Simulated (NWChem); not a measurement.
System: vinylidene fluoride (C₂H₂F₂); SMILES C=C(F)F

Input file for NWChem:

```
start job
memory heap 200 mb stack 900 mb global 1100 mb
geometry units angstroms noautoz
  C      0.014913    -1.385722     0.000000
  C      0.000736    -0.062923     0.000000
  F     -1.093196     0.686527     0.000000
  F      1.078430     0.709732     0.000000
  H      0.957241    -1.915946     0.000000
  H     -0.915803    -1.936068     0.000000
end
basis spherical
  * library def2-svp
end
dft
  xc xpbe96 cpbe96
  iterations 150
  vectors input atomic output neutral.movecs
end
task dft energy
charge 1
dft
  odft
  mult 2
  vectors input atomic output cation.movecs
end
task dft energy
```

NWChem printed, in part:

```
             Northwest Computational Chemistry Package (NWChem) 7.3.0
             --------------------------------------------------------

 C2V symmetry detected

                             Geometry "geometry" -> ""
                             -------------------------

 Output coordinates in angstroms (scale by  1.889725989 to convert to a.u.)

  No.       Tag          Charge          X              Y              Z
 ---- ---------------- ---------- -------------- -------------- --------------
    1 C                    6.0000     0.00000000     0.00000000    -1.38650280
    2 C                    6.0000     0.00000000     0.00000000    -0.06362788
    3 F                    9.0000     0.00000000    -1.08587494     0.69746789
    4 F                    9.0000     0.00000000     1.08587494     0.69746789
    5 H                    1.0000     0.00000000     0.93657601    -1.92681898
    6 H                    1.0000     0.00000000    -0.93657601    -1.92681898

 Effective nuclear repulsion energy (a.u.)     117.2563808535

      Symmetry information
      --------------------

 Group name             C2v
 Group number             16
 Group order               4
 No. of unique centers     4

  pbe96 is a nonlocal functional; adding pw91lda local functional.

                                 NWChem DFT Module
                                 -----------------

 Summary of "ao basis" -> "ao basis" (spherical)
 ------------------------------------------------------------------------------
       Tag                 Description            Shells   Functions and Types
 ---------------- ------------------------------  ------  ---------------------
 C                          def2-svp                 6       14   3s2p1d
 F                          def2-svp                 6       14   3s2p1d
 H                          def2-svp                 3        5   2s1p

      Symmetry analysis of basis
      --------------------------

        a1         28
        a2          7
        b1         11
        b2         20

            General Information
            -------------------
          SCF calculation type: DFT
          Wavefunction type:  closed shell.
          No. of atoms     :     6
          No. of electrons :    32
           Alpha electrons :    16
            Beta electrons :    16
          Charge           :     0
          Spin multiplicity:     1
          Use of symmetry is: on ; symmetry adaption is: on
          Maximum number of iterations: 150
          AO basis - number of functions:    66
                     number of shells:    30
          Convergence on energy requested:  1.00D-06
          Convergence on density requested:  1.00D-05
          Convergence on gradient requested:  5.00D-04

              XC Information
              --------------
          PerdewBurkeErnzerhof Exchange Functional  1.000
            Perdew 1991 LDA Correlation Functional  1.000 local
           PerdewBurkeErnz. Correlation Functional  1.000 non-local

             Grid Information
             ----------------
          Grid used for XC integration:  medium
          Radial quadrature: Mura-Knowles
          Angular quadrature: Lebedev.
          Tag              B.-S. Rad. Rad. Pts. Rad. Cut. Ang. Pts.
          ---              ---------- --------- --------- ---------
          C                   0.70       49           7.0       434
          F                   0.50       49           9.0       434
          H                   0.35       45           7.0       434
          Grid pruning is: on
          Number of quadrature shells:   192
          Spatial weights used:  Erf1

      Superposition of Atomic Density Guess
      -------------------------------------

 Sum of atomic energies:        -274.83320181

      Non-variational initial energy
      ------------------------------

 Total energy =    -276.353948
 1-e energy   =    -612.708535
 2-e energy   =     219.098206
 HOMO         =      -0.281534
 LUMO         =       0.097663

      Symmetry analysis of molecular orbitals - initial
      -------------------------------------------------

  Numbering of irreducible representations:

     1 a1          2 a2          3 b1          4 b2

  Orbital symmetries:

     1 a1          2 b2          3 a1          4 a1          5 a1
     6 b2          7 a1          8 a1          9 b2         10 a1
    11 b1         12 a2         13 b2         14 a1         15 b2
    16 b1         17 b1         18 a1         19 b2         20 a1
    21 b2         22 a1         23 a1         24 b1         25 a1
    26 a1

   convergence    iter        energy       DeltaE   RMS-Dens  Diis-err
 ---------------- ----- ----------------- --------- --------- ---------
 d= 0,ls=0.0,diis     1   -276.4500370391 -3.94D+02  2.57D-02  1.06D+00
 d= 0,ls=0.0,diis     2   -276.1870676093  2.63D-01  1.69D-02  3.65D+00
 d= 0,ls=0.0,diis     3   -276.5618271095 -3.75D-01  5.73D-03  5.98D-02
 d= 0,ls=0.0,diis     4   -276.5608081953  1.02D-03  2.89D-03  8.02D-02
 d= 0,ls=0.0,diis     5   -276.5710970214 -1.03D-02  3.05D-04  1.31D-03
  Resetting Diis
 d= 0,ls=0.0,diis     6   -276.5711987025 -1.02D-04  1.01D-04  4.32D-05
 d= 0,ls=0.0,diis     7   -276.5712048631 -6.16D-06  3.02D-05  6.91D-07
 d= 0,ls=0.0,diis     8   -276.5712046431  2.20D-07  2.02D-05  2.24D-06
 d= 0,ls=0.0,diis     9   -276.5712049428 -3.00D-07  4.09D-06  1.60D-07

         Total DFT energy =     -276.571204942750
      One electron energy =     -614.138134358410
           Coulomb energy =      252.477294853057
    Exchange-Corr. energy =      -32.166746290863
 Nuclear repulsion energy =      117.256380853465

 Numeric. integr. density =       31.999998209778

                  Occupations of the irreducible representations
                  ----------------------------------------------

                     irrep           alpha         beta
                     --------     --------     --------
                     a1                8.0          8.0
                     a2                1.0          1.0
                     b1                2.0          2.0
                     b2                5.0          5.0

                       DFT Final Molecular Orbital Analysis
                       ------------------------------------

 Vector   14  Occ=2.000000D+00  E=-3.748765D-01  Symmetry=a1
              MO Center= -8.4D-16, -4.0D-14,  1.4D-01, r^2= 2.2D+00
   Bfn.  Coefficient  Atom+Function         Bfn.  Coefficient  Atom+Function
  ----- ------------  ---------------      ----- ------------  ---------------
    34      0.401215  3 F  pz                48      0.401215  4 F  pz
     6     -0.276468  1 C  pz                 3     -0.257230  1 C  s
    37     -0.258515  3 F  pz                51     -0.258515  4 F  pz
    20      0.206303  2 C  pz                23     -0.163037  2 C  pz
     9     -0.155547  1 C  pz                16     -0.128271  2 C  s

 Vector   15  Occ=2.000000D+00  E=-3.517270D-01  Symmetry=b2
              MO Center= -1.5D-16,  3.0D-14,  1.2D-01, r^2= 2.5D+00
   Bfn.  Coefficient  Atom+Function         Bfn.  Coefficient  Atom+Function
  ----- ------------  ---------------      ----- ------------  ---------------
    34      0.325724  3 F  pz                48     -0.325724  4 F  pz
    33      0.296010  3 F  py                47      0.296010  4 F  py
     5      0.226867  1 C  py                37     -0.212437  3 F  pz
    51      0.212437  4 F  pz                36     -0.196009  3 F  py
    50     -0.196009  4 F  py                57      0.178027  5 H  s

 Vector   16  Occ=2.000000D+00  E=-2.308735D-01  Symmetry=b1
              MO Center= -4.4D-16,  2.6D-15, -6.7D-01, r^2= 1.8D+00
   Bfn.  Coefficient  Atom+Function         Bfn.  Coefficient  Atom+Function
  ----- ------------  ---------------      ----- ------------  ---------------
     4      0.444324  1 C  px                18      0.353948  2 C  px
     7      0.335863  1 C  px                32      0.242707  3 F  px
    46      0.242707  4 F  px                35     -0.180208  3 F  px
    49     -0.180208  4 F  px                21      0.139528  2 C  px
    27      0.031435  2 C  d  1

 Vector   17  Occ=0.000000D+00  E=-1.340730D-02  Symmetry=b1
              MO Center=  3.0D-16, -6.0D-17, -6.0D-01, r^2= 1.9D+00
   Bfn.  Coefficient  Atom+Function         Bfn.  Coefficient  Atom+Function
  ----- ------------  ---------------      ----- ------------  ---------------
    18     -0.588740  2 C  px                 7      0.573855  1 C  px
    21     -0.547153  2 C  px                 4      0.401043  1 C  px
    32     -0.207507  3 F  px                46     -0.207507  4 F  px
    35      0.187226  3 F  px                49      0.187226  4 F  px
    13      0.028416  1 C  d  1

 Vector   18  Occ=0.000000D+00  E= 6.895860D-02  Symmetry=b2
              MO Center=  1.9D-17,  1.6D-15, -1.4D+00, r^2= 3.6D+00
   Bfn.  Coefficient  Atom+Function         Bfn.  Coefficient  Atom+Function
  ----- ------------  ---------------      ----- ------------  ---------------
    58      1.233849  5 H  s                 63     -1.233849  6 H  s
     8     -0.887115  1 C  py                19     -0.402501  2 C  py
    22     -0.299552  2 C  py                 5     -0.286341  1 C  py
    31     -0.195535  3 F  s                 45      0.195535  4 F  s
    57      0.185665  5 H  s                 62     -0.185665  6 H  s

 Vector   19  Occ=0.000000D+00  E= 6.911772D-02  Symmetry=a1
              MO Center= -7.2D-16, -2.5D-14, -1.7D+00, r^2= 4.2D+00
   Bfn.  Coefficient  Atom+Function         Bfn.  Coefficient  Atom+Function
  ----- ------------  ---------------      ----- ------------  ---------------
     3      2.054444  1 C  s                 58     -1.366356  5 H  s
    63     -1.366356  6 H  s                 17     -0.748147  2 C  s
     9     -0.424133  1 C  pz                 2      0.350780  1 C  s
    31      0.248218  3 F  s                 45      0.248218  4 F  s
     1     -0.154146  1 C  s                  6     -0.130495  1 C  pz

     Multipole analysis of the density
     ---------------------------------

     L   x y z        total         alpha         beta         nuclear
     -   - - -        -----         -----         ----         -------
     0   0 0 0     -0.000000    -16.000000    -16.000000     32.000000

     1   1 0 0     -0.000000     -0.000000     -0.000000      0.000000
     1   0 1 0     -0.000000     -0.000000     -0.000000      0.000000
     1   0 0 1     -0.362359     -0.181179     -0.181179     -0.000000

     2   2 0 0    -16.479722     -8.239861     -8.239861      0.000000
     2   1 1 0     -0.000000     -0.000000     -0.000000      0.000000
     2   1 0 1      0.000000      0.000000      0.000000      0.000000
     2   0 2 0    -16.092011    -49.075014    -49.075014     82.058016
     2   0 1 1     -0.000000     -0.000000     -0.000000      0.000000
     2   0 0 2    -15.267340    -57.164689    -57.164689     99.062038

                                 NWChem DFT Module
                                 -----------------

      Symmetry analysis of basis
      --------------------------

        a1         28
        a2          7
        b1         11
        b2         20

            General Information
            -------------------
          SCF calculation type: DFT
          Wavefunction type:  spin polarized.
          No. of atoms     :     6
          No. of electrons :    31
           Alpha electrons :    16
            Beta electrons :    15
          Charge           :     1
          Spin multiplicity:     2
          Use of symmetry is: on ; symmetry adaption is: on
          Maximum number of iterations: 150
          AO basis - number of functions:    66
                     number of shells:    30
          Convergence on energy requested:  1.00D-06
          Convergence on density requested:  1.00D-05
          Convergence on gradient requested:  5.00D-04

              XC Information
              --------------
          PerdewBurkeErnzerhof Exchange Functional  1.000
            Perdew 1991 LDA Correlation Functional  1.000 local
           PerdewBurkeErnz. Correlation Functional  1.000 non-local

             Grid Information
             ----------------
          Grid used for XC integration:  medium
          Radial quadrature: Mura-Knowles
          Angular quadrature: Lebedev.
          Tag              B.-S. Rad. Rad. Pts. Rad. Cut. Ang. Pts.
          ---              ---------- --------- --------- ---------
          C                   0.70       49           7.0       434
          F                   0.50       49           9.0       434
          H                   0.35       45           7.0       434
          Grid pruning is: on
          Number of quadrature shells:   192
          Spatial weights used:  Erf1

      Superposition of Atomic Density Guess
      -------------------------------------

 Sum of atomic energies:        -274.83320181

 Renormalizing density from      32.00 to     31

      Non-variational initial energy
      ------------------------------

 Total energy =    -270.686481
 1-e energy   =    -593.561393
 2-e energy   =     205.618531
 HOMO         =      -0.627186
 LUMO         =      -0.264907

   Symmetry analysis of molecular orbitals - initial alpha
   -------------------------------------------------------

  Numbering of irreducible representations:

     1 a1          2 a2          3 b1          4 b2

  Orbital symmetries:

     1 a1          2 b2          3 a1          4 a1          5 a1
     6 b2          7 a1          8 a1          9 b2         10 b1
    11 a1         12 a2         13 b2         14 a1         15 b2
    16 b1         17 b1         18 a1         19 b2         20 a1
    21 b2         22 a1         23 a1         24 a1         25 b1
    26 b2

   Symmetry analysis of molecular orbitals - initial beta
   ------------------------------------------------------

  Numbering of irreducible representations:

     1 a1          2 a2          3 b1          4 b2

  Orbital symmetries:

     1 a1          2 b2          3 a1          4 a1          5 a1
     6 b2          7 a1          8 a1          9 b2         10 b1
    11 a1         12 a2         13 b2         14 a1         15 b2
    16 b1         17 b1         18 a1         19 b2         20 a1
    21 b2         22 a1         23 a1         24 a1         25 b1
    26 b2

   convergence    iter        energy       DeltaE   RMS-Dens  Diis-err
 ---------------- ----- ----------------- --------- --------- ---------
 d= 0,ls=0.0,diis     1   -275.9675347842 -3.93D+02  2.38D-02  5.74D-01
                                                     2.57D-02  5.86D-01
 d= 0,ls=0.0,diis     2   -273.9208053439  2.05D+00  1.87D-02  5.88D+00
                                                     2.10D-02  5.20D+00
 d= 0,ls=0.0,diis     3   -276.1632663425 -2.24D+00  5.18D-03  6.37D-02
                                                     2.80D-03  4.32D-02
 d= 0,ls=0.0,diis     4   -276.1794453410 -1.62D-02  2.01D-03  3.02D-02
                                                     1.42D-03  2.74D-02
 d= 0,ls=0.0,diis     5   -276.1944132597 -1.50D-02  2.28D-04  2.65D-04
                                                     1.86D-04  2.28D-04
  Resetting Diis
 d= 0,ls=0.0,diis     6   -276.1945263976 -1.13D-04  1.00D-04  4.58D-05
                                                     9.74D-05  5.08D-05
 d= 0,ls=0.0,diis     7   -276.1945534021 -2.70D-05  2.36D-05  1.58D-06
                                                     3.17D-05  3.22D-06
 d= 0,ls=0.0,diis     8   -276.1945538641 -4.62D-07  1.78D-05  2.48D-06
                                                     1.20D-05  1.55D-06
 d= 0,ls=0.0,diis     9   -276.1945548160 -9.52D-07  5.51D-06  9.08D-08
                                                     4.70D-06  1.52D-07

[...]
```

Level: PBE/def2-SVP, vertical spin-unrestricted ions. Geometry: optimised at B3LYP/6-31G* (spherical d).
